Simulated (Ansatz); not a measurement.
**Which is lower?**

Two relaxed structures of CH3OZn (charge -1), singlet (PBE0-D4/def2-TZVPD; forces vanish, vibrations not checked).

A:

C1  (0.290, -0.370, 0.296)
Zn2  (-1.440, 1.834, -1.467)
O3  (-0.418, 0.533, -0.426)
H4  (-0.197, -1.369, 0.359)
H5  (1.307, -0.567, -0.115)
H6  (0.458, -0.060, 1.353)
(Å)

B:

```xyz
6
angstrom
C 0.2541 -0.3905 0.3418
Zn -0.9306 0.7537 -0.5019
O -1.9129 1.9313 -1.5348
H -0.0038 -1.4549 0.3568
H -1.4042 2.2128 -2.2977
H 0.6583 -0.0680 1.3073
```

Computed with Ansatz 0.2.0 (basis: def2-TZVPPD); correlated methods freeze the cores. The 3s and 3p shells of Cu and Zn are frozen; filled d shells are correlated. B3LYP uses VWN-RPA correlation.

Problem. Which structure is lower at CCSD(T), and by how much? (An estimate is asked for; the value comes from the calculation.)

Solution. By the calculation: A, by 62.8 kJ/mol (electronic energy, against the other). By their contacts, A is CH₃OZn ([CH3][O][Zn]), total charge -1 and B is CH₃OZn ([CH2][Zn][OH]), total charge -1.

All methods give the same order:

| method | E(B) − E(A) (kJ/mol) |
| --- | --- |
| PBE-D4 | 66.9 |
| r2SCAN-D4 | 62.7 |
| PBE0-D4 | 79.4 |
| B3LYP-D4 | 87.3 |
| wB97M-V | 71.3 |
| HF | 137.2 |
| MP2 | 31.0 |
| CCSD | 73.9 |
| CCSD(T) | 62.8 |

The T1 diagnostic stays at or below 0.022. The restricted Hartree–Fock reference is unstable towards an unrestricted one at one or more of these structures.

Labels in which every atom is bracketed show which atoms are joined, not bond orders.

For scale, one of the runs: CCSD(T)/def2-TZVPPD, 195 basis functions, launched by `ansatz run in.yaml --threads 2 --pin off --events-out ev --progress --plain --max-ram 4352MiB`. Hardware: 2 CPU threads of an Arm Neoverse V1, shared host. Wall time 88 s; peak host memory 2.3 GiB.
